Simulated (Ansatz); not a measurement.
The cluster VTe4, relaxed as a doublet with UKS PBE-D4/def2-SVP in Ansatz, starting from the GFN1-xTB geometry. Force threshold 0.02 eV/Å.

In the def2 sets Te takes a core potential; there is no spin–orbit coupling. The charge 0 doublet is spin-contaminated (final ⟨S²⟩ up to 0.93, 0.75 for a pure state). The structure comes from a short search, and lower isomers may exist.

Start:

```tsv
atom	x (Å)	y (Å)	z (Å)
V1	0.9389	-0.2767	0.5058
Te2	-1.6666	0.7222	1.2724
Te3	-1.1749	-1.3267	-0.5431
Te4	0.4183	2.2077	0.4105
Te5	1.4843	-1.3265	-1.6457
```

```json
{"step": "1", "energy (eV)": "-54854.4550", "largest force component (eV/Å)": "1.160", "SCF passes": "68"}
{"step": "2", "energy (eV)": "-54854.8075", "largest force component (eV/Å)": "0.708", "SCF passes": "41"}
{"step": "3", "energy (eV)": "-54854.9522", "largest force component (eV/Å)": "0.743", "SCF passes": "39"}
{"step": "4", "energy (eV)": "-54855.1341", "largest force component (eV/Å)": "0.275", "SCF passes": "40"}
{"step": "5", "energy (eV)": "-54855.1921", "largest force component (eV/Å)": "0.335", "SCF passes": "38"}
{"step": "6", "energy (eV)": "-54855.2068", "largest force component (eV/Å)": "0.201", "SCF passes": "33"}
{"step": "7", "energy (eV)": "-54855.2103", "largest force component (eV/Å)": "0.156", "SCF passes": "32"}
{"step": "8", "energy (eV)": "-54855.2126", "largest force component (eV/Å)": "0.028", "SCF passes": "30"}
{"step": "9", "energy (eV)": "-54855.2129", "largest force component (eV/Å)": "0.016", "SCF passes": "29"}
```

Force components are those of the run's own axes.

End:

```xyz
5

V     0.626   -0.435    0.152
Te   -1.549    0.717    1.555
Te   -1.736   -1.274   -0.407
Te    0.473    2.128    0.229
Te    2.187   -1.136   -1.528
```

Bonds lost: Te3–Te5 (atoms count from 1). The end is the same structure that another start reached.

No frequencies were taken in this run, so the end may be a saddle point.

Hardware: 4 threads of Arm Neoverse V2 on a shared host. Wall time 28 s.
